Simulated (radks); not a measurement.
Question: All-electron atom: Os3+ in [Xe] 4f14 5d5 (the NIST ground configuration). Method: Dirac Kohn-Sham, PBE, spin-unpolarised, spherical densities, finite nucleus; open shells fill j = l - 1/2 first; Fermi nuclear charge, rms radius 5.4126 fm; computed with a radial shooting solver on a logarithmic mesh with Libxc functionals. Some entries of the table are withheld. Estimate them.

| orbital | occ. | eigenvalue (eV) | <r^2> (bohr^2) | r(max) (bohr) |
|---|---|---|---|---|
| 1s1/2 | 2 | -73765.83 | 0.0004336 | 0.01103 |
| 2s1/2 | 2 | -12863.48 | 0.006586 | 0.06360 |
| 2p1/2 | 2 | -12319.80 | 0.004685 | 0.04710 |
| 2p3/2 | 4 | -10788.66 | 0.005880 | 0.05415 |
| 3s1/2 | 2 | -3016.597 | 0.04290 | 0.1790 |
| 3p1/2 | 2 | -2772.746 | 0.03926 | 0.1674 |
| 3p3/2 | 4 | -2438.847 | 0.04577 | 0.1818 |
| 3d3/2 | 4 | -2029.387 | 0.03533 | 0.1421 |
| 3d5/2 | 6 | -1957.057 | 0.03711 | 0.1461 |
| 4s1/2 | 2 | -660.4892 | 0.2106 | 0.4053 |
| 4p1/2 | 2 | -558.0346 | (1) | 0.4044 |
| 4p3/2 | 4 | -479.6087 | (2) | 0.4344 |
| 4d3/2 | 4 | (3) | 0.2696 | 0.4295 |
| 4d5/2 | 6 | (4) | 0.2822 | 0.4389 |
| 5s1/2 | 2 | -121.4875 | 1.134 | (5) |
| 5p1/2 | 2 | -89.8013 | 1.353 | 0.9739 |
| 4f5/2 | 6 | (6) | 0.3756 | 0.4033 |
| 4f7/2 | 8 | (7) | 0.3871 | 0.4080 |
| 5p3/2 | 4 | -77.4379 | 1.600 | 1.055 |
| 5d3/2 | 4 | -35.4554 | 2.920 | 1.303 |
| 5d5/2 | 1 | -34.1919 | 3.088 | 1.340 |

Answer: 
(1) 4p1/2 <r^2> (bohr^2): 0.2163
(2) 4p3/2 <r^2> (bohr^2): 0.2505
(3) 4d3/2 eigenvalue (eV): -311.2717
(4) 4d5/2 eigenvalue (eV): -296.7433
(5) 5s1/2 r(max) (bohr): 0.9145
(6) 4f5/2 eigenvalue (eV): -83.7287
(7) 4f7/2 eigenvalue (eV): -80.9214
